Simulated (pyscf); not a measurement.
**`[GeH3][CH2][GeH3]`, singlet**

Gas-phase minimum from PySCF at ωB97X-D3(BJ)/def2-SVP, one conformer. 

```xyz
11

Ge    -1.9138    -1.3333    -1.9314
C     -0.2348    -0.3426    -1.8519
Ge     0.1152     0.3791    -0.0733
H     -1.8729    -2.5045    -0.9340
H     -2.1574    -1.8905    -3.3452
H     -3.0819    -0.4058    -1.5528
H      0.5932    -1.0080    -2.1427
H     -0.2668     0.4841    -2.5790
H      0.1895    -0.7700     0.9476
H     -1.0259     1.3272     0.3358
H      1.4431     1.1567    -0.0466
```
Charge 0, spin multiplicity 1.

Bonded distances (Å): Ge1–C2 1.951, Ge1–H4 1.539, Ge1–H5 1.539, Ge1–H6 1.539, C2–Ge3 1.951, C2–H7 1.101, C2–H8 1.101, Ge3–H9 1.539, Ge3–H10 1.539, Ge3–H11 1.539. Angles (°): C2–Ge1–H4 109.7, C2–Ge1–H5 110.9, C2–Ge1–H6 109.7, H4–Ge1–H5 108.9, H4–Ge1–H6 108.6, H5–Ge1–H6 108.9, Ge1–C2–Ge3 112.3, Ge1–C2–H7 109.2, Ge1–C2–H8 109.2, Ge3–C2–H7 109.2, Ge3–C2–H8 109.2, H7–C2–H8 107.5, C2–Ge3–H9 109.7, C2–Ge3–H10 109.7 (the first ones only).

Properties at ωB97X-D3(BJ)/def2-SVP:

```yaml
harmonic_wavenumbers_unscaled: 65, 121, 125, 459, 475, 523, 532, 697, 709, 786, 856, 883, 905, 907, 913, 917, 1027, 1089, 1401, 2173, 2175, 2178, 2180, 2182, 2188, 3102, 3171 cm⁻¹
zero_point_energy: 46.8 kcal/mol
rotational_symmetry_number: 2
Entropy of this conformer at 298 K and 1 atm, rigid rotor and harmonic oscillator, modes under 100 cm⁻¹ raised to 100: 338.8 J/(mol K)
dipole_moment: 0.74 D
```

Single-point totals, which compare only within one level:

```csv
level,total energy (hartree)
ωB97X-D3(BJ)/def2-TZVP,-4196.87568
PBE/def2-TZVP,-4196.21464
r²SCAN/def2-TZVP,-4196.87489
B3LYP-D3(BJ)/def2-TZVP,-4197.03917
PBE0-D3(BJ)/def2-TZVP,-4196.34896
M06-2X/def2-TZVP,-4196.89129
ωB97M-D3(BJ)/def2-TZVP,-4196.97029
```

Soft torsions are taken as harmonic, which can shift the entropy by several J/(mol K). Elements up to Kr have no core potential and no relativistic terms here.
